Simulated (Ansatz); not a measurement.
C$_{2}$H$_{5}$FGaN (SMILES C=[CH][Ga]([NH2])[F]), singlet, at a GFN2-xTB geometry (such geometries of metal compounds can be far from the true shape); PBE/pcseg-1 (Ansatz, an electronic-structure program).

Ansatz was given this input:
Ansatz 0.2 input:
```yaml
crystal:
  periodic: [false, false, false]
  atoms:
    - {symbol: Ga, position_ang: [0.09251248, 0.15249073, 0.24870056]}
    - {symbol: F, position_ang: [1.49773010, 0.16448578, 1.30885966]}
    - {symbol: C, position_ang: [0.08854602, -1.28634418, -1.15915118]}
    - {symbol: C, position_ang: [-0.87404794, -1.39389532, -2.05839890]}
    - {symbol: H, position_ang: [0.93334778, -1.96892625, -1.14838442]}
    - {symbol: H, position_ang: [-0.86613939, -2.16352803, -2.81926932]}
    - {symbol: H, position_ang: [-1.71744083, -0.71791647, -2.08026805]}
    - {symbol: N, position_ang: [-1.01520949, 1.58605322, 0.57531763]}
    - {symbol: H, position_ang: [-0.87175688, 2.05043667, 1.46676663]}
    - {symbol: H, position_ang: [-2.00599066, 1.57141399, 0.36977810]}
basis:
  gaussian:
    orbitals: pcseg-1.json
hamiltonian:
  xc: pbe
```
The basis file holds pcseg-1 in the JSON format of the Basis Set Exchange.

What the program printed (banner, timings and long lists left out):

```
Functional definition: PBE
1253 factors; their error is unknown
mean field evaluation 1: about -58700.1982 eV, gradient 9.3e1 eV
mean field evaluation 2: about -58644.1137 eV, gradient 1.6e2 eV
mean field evaluation 4: about -58718.6466 eV, gradient 1.8e1 eV
mean field evaluation 8: about -58719.4233 eV, gradient 4.2e-1 eV
mean field evaluation 16: about -58719.3532 eV, gradient 1.1e-4 eV
mean field -58719.35317315 eV, -2157.8964277062 hartree, gradient 2.1e-5 eV, S^2 0.000000; 0 other end points of the search recorded, 0 dependent functions left out
reference -58719.35321439 eV, -2157.8964292218 hartree; 32, 32 occupied and 76, 76 virtual orbitals, 1253 factors
Total energy: -58719.35321439 eV, -2157.8964292218 hartree
```
